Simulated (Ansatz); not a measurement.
`[OH][Zr]([SH])([SH])[SH]` and `[OH][Ti]([SH])([SH])[SH]` differ in one element.

Ansatz, PBE0-D4/def2-TZVP geometries, multiplicity 1. Each molecule was computed in one conformer, which needn't be the lowest.

Elements past krypton have def2 core potentials. Scalar relativity is left out up to krypton.

```json
{"property": "HOMO–LUMO gap (ωB97M-V/def2-TZVPP) / eV", "`[OH][Zr]([SH])([SH])[SH]`": "9.77"}
{"property": "HOMO energy (ωB97M-V/def2-TZVPP) / eV", "`[OH][Zr]([SH])([SH])[SH]`": "-9.64"}
{"property": "HOMO–LUMO gap (PBE0/def2-TZVPP) / eV", "`[OH][Zr]([SH])([SH])[SH]`": "5.63"}
{"property": "LUMO energy (B3LYP/def2-TZVPP) / eV", "`[OH][Zr]([SH])([SH])[SH]`": "-2.08"}
{"property": "HOMO energy (B3LYP/def2-TZVPP) / eV", "`[OH][Zr]([SH])([SH])[SH]`": "-7.26"}
{"property": "LUMO energy (PBE0/def2-TZVPP) / eV", "`[OH][Zr]([SH])([SH])[SH]`": "-1.90"}
```

(1) Give the same properties after the change, and the shifts. (Best estimate.)

Answers

(1) The calculation gave: 
```csv
property,`[OH][Ti]([SH])([SH])[SH]`,shift
HOMO–LUMO gap (ωB97M-V/def2-TZVPP) / eV,9.05,-0.72
HOMO energy (ωB97M-V/def2-TZVPP) / eV,-9.63,0.01
HOMO–LUMO gap (PBE0/def2-TZVPP) / eV,4.85,-0.78
LUMO energy (B3LYP/def2-TZVPP) / eV,-2.90,-0.82
HOMO energy (B3LYP/def2-TZVPP) / eV,-7.29,-0.03
LUMO energy (PBE0/def2-TZVPP) / eV,-2.69,-0.79
```

B3LYP here is the variant with VWN-RPA as its local correlation; programs differ in this.
